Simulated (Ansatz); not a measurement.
SiH(vinyl)3 (C6H10Si): single points at one geometry.

```yaml
crystal:
  periodic: [false, false, false]
  atoms:
    - {symbol: Si, position_ang: [0.000465, 0.002108, 0.094443]}
    - {symbol: H, position_ang: [0.019113, 0.006971, 1.587899]}
    - {symbol: C, position_ang: [1.743097, -0.287380, -0.539844]}
    - {symbol: C, position_ang: [2.805556, -0.480815, 0.253645]}
    - {symbol: H, position_ang: [1.907328, -0.300499, -1.627124]}
    - {symbol: H, position_ang: [2.717999, -0.480858, 1.346597]}
    - {symbol: H, position_ang: [3.812903, -0.648679, -0.145336]}
    - {symbol: C, position_ang: [-0.633905, 1.659147, -0.517578]}
    - {symbol: C, position_ang: [-0.984980, 2.670487, 0.288519]}
    - {symbol: H, position_ang: [-0.724916, 1.814453, -1.602462]}
    - {symbol: H, position_ang: [-0.921113, 2.588290, 1.380017]}
    - {symbol: H, position_ang: [-1.352400, 3.628408, -0.098148]}
    - {symbol: C, position_ang: [-1.130821, -1.372281, -0.500597]}
    - {symbol: C, position_ang: [-1.807869, -2.190669, 0.316542]}
    - {symbol: H, position_ang: [-1.248468, -1.518998, -1.584090]}
    - {symbol: H, position_ang: [-1.739512, -2.104092, 1.407426]}
    - {symbol: H, position_ang: [-2.462489, -2.985565, -0.059911]}
basis:
  gaussian: {orbitals: def2-TZVP, initial_orbitals: start.molden}
magnetization: {spin_polarized: true, initial_magnetization: 2}
hamiltonian: {xc: r2scan, dispersion: d4}
scf: {omitted_lower_state_checks: [starts]}
output: {orbitals: {seedname: orbitals}}
```

The file start.molden holds the orbitals of an earlier run on this structure, at another level or in another basis.

```sh
$ ansatz run in.yaml --threads 4 --pin off --events-out ev --progress --plain --max-ram 4787MiB
```

It prints (some lines left out):

```
Functional definition: r2SCAN
1772 factors; their error is unknown
mean field evaluation 1: about -14254.9000 eV, gradient 4.8e0 eV
mean field evaluation 2: about -14254.9656 eV, gradient 9.8e-2 eV
mean field evaluation 4: about -14254.9114 eV, gradient 3.7e-3 eV
mean field evaluation 8: about -14254.9114 eV, gradient 2.2e-5 eV
mean field -14254.91141563 eV, -523.8583321985 hartree, gradient 2.2e-5 eV, S^2 2.012482; 0 other end points of the search recorded, 0 dependent functions left out
reference -14254.91143433 eV, -523.8583328857 hartree; 31, 29 occupied and 252, 254 virtual orbitals, 1772 factors
Total energy: -14255.02119247 eV, -523.8623664228 hartree
Checks for a lower state left out: starts
```

Run time 25 s (4 threads of Intel Xeon on a shared host).

First input, but with `hamiltonian: {xc: pbe, dispersion: d4}` (abridged; 16 s):

```
Functional definition: PBE
mean field -14246.43557081 eV, -523.5468506466 hartree, gradient 1.5e-5 eV, S^2 2.006221
Total energy: -14246.83884849 eV, -523.5616708279 hartree
Checks for a lower state left out: starts
```

As the first input, with `gaussian: {orbitals: def2-TZVP}`, `hamiltonian: {xc: pbe0, dispersion: d4}` (abridged; 37 s):

```
Functional definition: PBE0
mean field evaluation 16: about -14248.1483 eV, gradient 4.9e-2 eV
mean field -14248.14835658 eV, -523.6097943627 hartree, gradient 5.6e-5 eV, S^2 2.008815
Total energy: -14248.49393164 eV, -523.6224940118 hartree
Checks for a lower state left out: starts
```

Geometry: B3LYP-D4/def2-SVP, that of the neutral singlet.

At PBE0-D4/def2-TZVP a singlet of charge 0 lies 4.04 eV below the triplet at the same geometry.
